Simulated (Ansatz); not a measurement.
Geometry optimisation, RHF/6-31G* in Ansatz.

The input (input.yaml):

```yaml
crystal:
  periodic: [false, false, false]
  atoms:
    - { symbol: Al, position_ang: [-0.066037, -0.228355, 0.021518] }
    - { symbol: O, position_ang: [-0.095503, -0.225608, 1.761472] }
    - { symbol: H, position_ang: [-0.891228, -0.471652, 2.213085] }
    - { symbol: F, position_ang: [1.353233, -0.225779, -0.760178] }
    - { symbol: F, position_ang: [-1.463369, -0.407241, -0.792415] }
    - { symbol: F, position_ang: [0.156163, 2.462522, 1.018157] }
    - { symbol: H, position_ang: [0.245741, 1.954612, 1.779161] }
basis:
  gaussian: { orbitals: "6-31G*" }
hamiltonian:
  xc: hf
relax:
  f_tol: 0.03
  max_steps: 50
```

Launched with:

```bash
$ ansatz run input.yaml --threads 1 --pin off --max-ram 2048MiB --backend cpu --events-out ev --progress --plain --runs-dir out
```

Q: Where does it end, and by what steps?

A: It converged. The force dipped under the threshold on the way, but the program's further checks kept it going. After 16 steps the energy has fallen by 0.532 eV; F6 moved furthest, 0.60 Å. Joined: Al1–F6 (2.88 → 1.95 Å).

| step | energy less start (eV) | largest force component (eV/Å) | accepted |
| --- | --- | --- | --- |
| 0 | 0.0000 | 1.338 | yes |
| 1 | -0.1372 | 0.833 | yes |
| 2 | -0.3116 | 0.996 | yes |
| 3 | -0.4744 | 0.354 | yes |
| 4 | -0.4937 | 0.335 | yes |
| 5 | -0.5062 | 0.524 | yes |
| 6 | -0.5141 | 0.324 | yes |
| 7 | -0.5221 | 0.174 | yes |
| 8 | -0.5248 | 0.393 | yes |
| 9 | -0.5279 | 0.127 | yes |
| 10 | -0.5248 | 0.300 | no |
| 11 | -0.5293 | 0.034 | yes |
| 12 | -0.5305 | 0.104 | yes |
| 13 | -0.5317 | 0.037 | yes |
| 14 | -0.5321 | 0.010 | yes |
| 15 | -0.5308 | 0.338 | no |
| 16 | -0.5321 | 0.015 | yes |

```xyz
7
Properties=species:S:1:pos:R:3
Al -0.072 0.107 0.150
O -0.252 -0.046 1.851
H -0.541 -0.779 2.367
F 1.350 -0.285 -0.551
F -1.401 0.071 -0.801
F 0.142 1.983 0.655
H 0.014 1.808 1.570
```

Whether the end is a true minimum wasn't checked by a vibrational analysis.

The run took 22 s on 1 thread of Arm Neoverse V2, on a shared host, peak memory 0.14 GiB.
